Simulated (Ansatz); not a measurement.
The lowest singlet and triplet of S2 (SMILES S=S); geometries from B3LYP-D3(BJ)/def2-TZVP, each state relaxed from the structure named, with no frequency check, low spin by broken symmetry.
Singlet (charge 0, multiplicity 1):
```xyz
2

S      0.0000     0.0000    -0.9522
S      0.0000     0.0000     0.9522
```

A positive gap puts the triplet lower; no zero-point energy. R- takes a restricted singlet, here one determinant of a half-filled degenerate or near-degenerate pair, which mixes singlet states. U- takes an unrestricted singlet (broken symmetry where lower, unprojected). The triplet is unrestricted in single-reference levels.

Run with Ansatz (Gaussian basis) for Hartree–Fock, density functionals and correlated methods. Values without a source in brackets are computed.

Task: One of these levels gives 0.235 eV for the gap E(singlet) − E(triplet), vertical, at the singlet's geometry. Which one is it?
A. R-wB97X-V/def2-TZVPP
B. R-HF/cc-pV(D+d)Z
C. U-B3LYP/def2-TZVPP (spin-contaminated)
D. U-BHLYP/def2-TZVPP (spin-contaminated)

Result: D, U-BHLYP/def2-TZVPP (spin-contaminated). The others give 1.454 (R-HF/cc-pV(D+d)Z), 0.212 (U-B3LYP/def2-TZVPP (spin-contaminated)), 0.959 (R-wB97X-V/def2-TZVPP)

Doubts at one or more of the structures used: a restricted determinant that unrestricted orbitals would lower (R-HF/cc-pV(D+d)Z, R-wB97X-V/def2-TZVPP).

Ansatz is a program for electronic structure.
